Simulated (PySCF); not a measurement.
## Worked example: oscillator strength and radiative lifetime

C₉H₉N₃, SMILES Cn1cccc1-c1ncccn1.

The structure is a stationary point at B3LYP-D3(BJ)/def2-SVP. The structure was generated by enumeration, and PubChem lists no compound with its InChIKey, so it may never have been made. Other conformers were not sampled.

PySCF with TDA-PBE0/def2-SVP puts the first singlet state with f over 0.02 at 4.62 eV (vertical), with the transition dipole (-0.201, 2.643, 0.000) in atomic units.

Question: Find the oscillator strength, the wavelength and the radiative lifetime that this transition would have in vacuum if emission retraced absorption.

Answer: 
|μ|² = 7.0258 au, so |μ| = 6.74 D. ΔE = 4.62/27.211 = 0.1698 hartree. f = (2/3) ΔE |μ|² = 0.795 (the program prints 0.795).
λ = 1239.84/4.62 = 268 nm; ν = 37263 cm⁻¹.
Einstein's coefficient A = 0.6670 ν² f s⁻¹ (ν in cm⁻¹) = 7.4e8 s⁻¹, so τ = 1/A = 1.4 ns. This state is S4; the lower singlets have f = 0.015, 0.004, 0.001. The figure is the radiative limit of this one transition; relaxation, internal conversion, crossing to triplets and a medium change what is measured.
